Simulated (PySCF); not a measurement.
## Structure from NMR data

An unknown has the formula CH8N2O2Si. Its calculated NMR data are:

¹H NMR (400 MHz, computed): δ 3.91 (s, 3H), 1.39 (br s, 1H), 0.28 (br s, 4H).

¹³C{¹H} NMR (computed): δ 53.5 (CH3).

Isolated molecule, a single conformation, fast rotation and ring inversion assumed for equivalent nuclei, non-relativistic Hamiltonian. Coordinates at the GFN2-xTB level; PBE0/pcSseg-1 with gauge-including orbitals; PySCF 2.14.0 with density-fitted response routines.

Shifts are taken against calculated references (same method and geometry level): ¹H, ¹³C vs TMS.

Problem. Propose a structure and justify it.

Solution. 
- Rings plus π bonds: 0.
- Carbon types of the structure: 1 × CH3, leaving 5 H on heteroatoms.
- δC 53.5: methyl carbon bonded to O; deshielded by the electronegative neighbour.
- δH 3.91: hydrogen on a methyl carbon bonded to O; its carbon carries O, hence the downfield position.
- δH 1.39: hydrogen on an oxygen bonded to Si; exchangeable; this is the value without hydrogen bonding to other molecules.
- δH 0.28: hydrogen on a nitrogen bonded to Si; exchangeable, gas-phase position.

These data were computed for SMILES N[Si](OC)(N)O.

The shifts were computed for this structure.

Exchangeable OH/NH protons stand at their gas-phase positions; hydrogen bonding in a real sample shifts them, mostly to higher δ. Shifts are as computed. Against solution values, carbons near 30 ppm lie about +3 ppm off and those near 130 ppm about +5 ppm. Of 1309 compounds with measured shifts, 239 miss one by over three times the rms of a fit or turn the order of signals round; such compounds aren't used in these exercises.
